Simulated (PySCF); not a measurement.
C₂H₆AlBrO (SMILES CC[O][AlH][Br]), singlet, geometry from GFN2-xTB (such geometries of metal compounds can be far from the true shape).

The PySCF input:
```python
from pyscf import gto, scf
from pyscf.prop import polarizability

mol = gto.Mole()
mol.atom = '''
    Al   -0.68540955   -0.19400343   -0.17726278
    H    -2.07890866   -0.56071048   -0.62119807
    Br   -0.21521018    1.97067103    0.19909437
    O     0.41532733   -1.39208039    0.01344154
    C     1.21768415   -2.53978660    0.09889288
    C     0.53526851   -3.72987947   -0.55816163
    H     2.17386840   -2.33228347   -0.39424056
    H     1.40804340   -2.75045183    1.15720979
    H     0.34607738   -3.51565320   -1.60785804
    H     1.16865200   -4.60943829   -0.48157281
    H    -0.41538670   -3.92826482   -0.06814693
'''
mol.basis = '6-31g'
mol.verbose = 4
mol.build()

mf = scf.RHF(mol)
mf.kernel()
alpha = mf.Polarizability().polarizability()[2, 2]
print('alpha_zz =', alpha)
```

Problem. What does this run give for the HOMO-LUMO gap, Mulliken (on the basis functions themselves) charges in atom order, HOMO energy?

Solution. 
```yaml
HOMO-LUMO gap: 13.03 eV
Mulliken (on the basis functions themselves) charges in atom order: Al1 1.32, H2 -0.24, Br3 -0.42, O4 -1.13, C5 0.14, C6 -0.47, H7 0.15, H8 0.15, H9 0.16, H10 0.15, H11 0.16
HOMO energy: -11.27 eV
```
